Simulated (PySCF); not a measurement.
MS(OH)₂ across group 14

Level: PBE0, basis family def2-SVP, scalar-relativistic core potentials from Rb on and no relativity for lighter atoms.

Each entry is the lowest minimum that a search over a few typed start shapes (and spin states, where more than one is plausible) found, or that minimum re-optimised at the stated level; isomers with ligand–ligand bonds, or fragments after loss of a ligand pair, can lie lower. Open shells are unrestricted; no spin–orbit coupling; PySCF with density fitting.

| molecule | 2S+1 | point group | mean bond to the central atom (Å) | highest ω (cm⁻¹) | atomisation (kJ/mol) | distinct angles (°) | gap (eV) |
| --- | --- | --- | --- | --- | --- | --- | --- |
| GeS(OH)₂ | 1 | C2v | 1.839 | 3884 | 2002 | 111/100/130 | 6.02 |
| SnS(OH)₂ | 1 | Cs | 2.048 | 3874 | 1805 | 110/112/97/131/132 | 4.75 |
| PbS(OH)₂ | 1 | Cs | 2.151 | 3854 | 1629 | 105/110/92/131/137 | 3.89 |

Spin–orbit coupling can matter for PbS(OH)₂.

Left out of the table are members whose search was unfinished or whose lowest solution was spin-contaminated, unstable, very soft or bonded differently.
